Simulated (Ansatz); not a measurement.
Reaction (ligand exchange at the Sn–C bond): `N[CH2][SnH3]` + `C=N` → `C=[N][SnH3]` + CH₃NH₂

Computed with Ansatz on PBE0-D4/def2-TZVP structures; ΔE is electronic, products minus reactants. CCSD(T)/CBS is the MP2 limit (def2-TZVPP, def2-QZVPP) plus CCSD(T) − MP2 in def2-TZVPP, frozen cores. This one scheme is used for every species. Functionals use def2-TZVPP. Elements past krypton have def2 core potentials. For Sn outer-core shells are correlated without core-valence functions, which leaves a few kJ/mol of doubt a bond. Each species was taken in one conformer, which may not be the lowest.

`N[CH2][SnH3]`:

Cartesian coordinates in Å:
```
N -1.134 1.102 0.235
C 0.278 0.779 0.097
Sn 0.487 -1.308 -0.406
H -1.547 0.612 1.018
H -1.269 2.093 0.401
H 0.692 1.340 -0.744
H 0.902 1.004 0.974
H -0.483 -2.216 0.675
H 2.114 -1.813 -0.247
H -0.040 -1.592 -2.003
```

`C=N`:

Cartesian coordinates in Å:
```
C 0.196 0.320 -0.108
N 0.079 -0.758 0.536
H -0.567 0.737 -0.776
H 1.117 0.896 -0.007
H -0.825 -1.196 0.354
```

`C=[N][SnH3]`:

Cartesian coordinates in Å:
```
C -1.214 -1.073 0.115
N 0.009 -0.981 0.394
Sn 1.006 0.762 -0.045
H -1.754 -2.002 0.347
H -1.830 -0.288 -0.356
H 1.617 1.372 1.423
H -0.105 1.852 -0.767
H 2.271 0.359 -1.112
```

CH₃NH₂:

Cartesian coordinates in Å:
```
C 0.410 -0.383 -0.092
N -0.434 0.798 -0.013
H -0.007 -1.291 0.368
H 1.368 -0.176 0.390
H 0.621 -0.608 -1.140
H -0.633 1.030 0.951
H -1.324 0.630 -0.463
```

```json
{"level": "PBE-D4", "ΔE (kcal/mol)": "-4.7"}
{"level": "B2PLYP", "ΔE (kcal/mol)": "-5.8"}
{"level": "PBE", "ΔE (kcal/mol)": "-4.9"}
{"level": "BHLYP", "ΔE (kcal/mol)": "-5.9"}
```

(1) What does CCSD(T)/CBS give? (Best estimate.)

(2) What do rigid-rotor, harmonic-oscillator terms from PBE0-D4/def2-TZVP frequencies (298.15 K, 1 bar) make of the CCSD(T)/CBS value? (Best estimate.)

Largest T1 diagnostic among the species: 0.014.

Results:

(1) The calculation gave: -4.6 kcal/mol. The listed levels differ from it by -0.1, -1.2, -0.3, -1.3 kcal/mol.

(2) Ansatz gave: ΔZPE = -0.2 kcal/mol, ΔH = -4.8 kcal/mol, ΔS = -1 J/(mol·K), ΔG = -4.8 kcal/mol.

Leaving LDA and LC-ωPBE aside and taking each functional with its dispersion term where it has one, the values, not all of them listed here, spread over 2.1 kcal/mol, from B97M-V to PBE0-D4. LDA lies +1.2 kcal/mol from PBE without D4. In def2-TZVPP, CCSD(T) changes the Hartree–Fock value by +2.4 kcal/mol (the triples alone add −0.1 kcal/mol) and MP2 by +2.0 kcal/mol.
